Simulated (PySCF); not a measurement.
Species: C4H6BF.
Cartesian coordinates in Å at the PBE0-D3(BJ)/def2-SVP level; atoms count from 1:
```
atom  x, y, z in Å
B1     2.1165    0.1084    0.1725
C2     0.5997    0.0553    0.0573
C3    -0.3883    0.9352    0.3578
F4    -0.3782    2.1483    0.8452
C5    -1.5561    0.1081   -0.0457
C6    -0.4655   -0.9436   -0.4128
H7     2.6438    1.0973    0.6271
H8     2.8039   -0.8224   -0.1819
H9    -2.2443   -0.1715    0.7681
H10   -2.1462    0.5058   -0.8873
H11   -0.4271   -1.1940   -1.4839
H12   -0.5218   -1.8746    0.1712
```

Computed with PBE0-D3(BJ)/def2-SVP geometry optimisation, gas phase (PySCF).

Take the most abundant isotopes and a rigid rotor. 

Question: Give the principal moments of inertia and the rotational constants in MHz.

Answer: Ia = 108.04, Ib = 124.15, Ic = 225.71 u·Å²; 505379 MHz·u·Å²/I gives A = 4678, B = 4071, C = 2239 MHz.

Question: Classify the top.

Answer: An asymmetric top: κ = (2 × 4071 − 4678 − 2239)/(4678 − 2239) = 0.50.

Question: Is it planar, by Δ = Ic − Ia − Ib?

Answer: Not planar: Δ = Ic − Ia − Ib = -6.47 u·Å². For a rigid frame Δ = −2 Σ m c², so Σ m c² = 3.24 u·Å² lies off the ab plane, practically all of it from hydrogen. The atom farthest from that plane is 0.90 Å away.

Question: Predict some low-J microwave lines.

Answer: The dipole components are |μa| = 1.15 D, |μb| = 1.98 D, |μc| = 0.00 D; the mirror of this Cs structure is the ab plane, so μc vanishes by symmetry and there are no c-type lines. Intensities carry the squares of the components, which stand as 0.34 : 1.00 (a : b). Some of the stronger lines:

| type | branch | J(Ka,Kc) | MHz | lower level (cm⁻¹) |
| --- | --- | --- | --- | --- |
| a | Q | 4(4,0) ← 4(4,1) | 456 | 2.958 |
| a | Q | 3(3,0) ← 3(3,1) | 846 | 1.743 |
| a | Q | 4(3,1) ← 4(3,2) | 3673 | 2.637 |
| b | Q | 4(3,1) ← 4(2,2) | 5310 | 2.582 |
| b | Q | 2(1,1) ← 2(0,2) | 5623 | 0.586 |
| b | Q | 3(3,1) ← 3(2,2) | 8299 | 1.466 |
| a | Q | 4(2,2) ← 4(2,3) | 9423 | 2.268 |
| a | Q | 3(1,2) ← 3(1,3) | 10145 | 1.107 |
| b | Q | 3(1,2) ← 3(0,3) | 10162 | 1.107 |
| b | Q | 3(2,2) ← 3(1,3) | 10749 | 1.107 |
| a | R | 2(1,1) ← 1(1,0) | 14452 | 0.292 |
| a | Q | 4(1,3) ← 4(1,4) | 14646 | 1.775 |
| a | R | 3(0,3) ← 2(0,2) | 15607 | 0.586 |
| a | R | 3(2,1) ← 2(2,0) | 22252 | 0.880 |
| a | R | 4(2,3) ← 3(2,2) | 24034 | 1.466 |
| b | R | 3(3,1) ← 2(2,0) | 25876 | 0.880 |
| b | R | 4(3,1) ← 3(2,2) | 38767 | 1.466 |

Not checked by PBE0-D3(BJ)/def2-SVP frequencies. Constants of a rigid frame at the computed geometry: no zero-point averaging, no centrifugal distortion. Quadrupole hyperfine structure (11B) is left out.
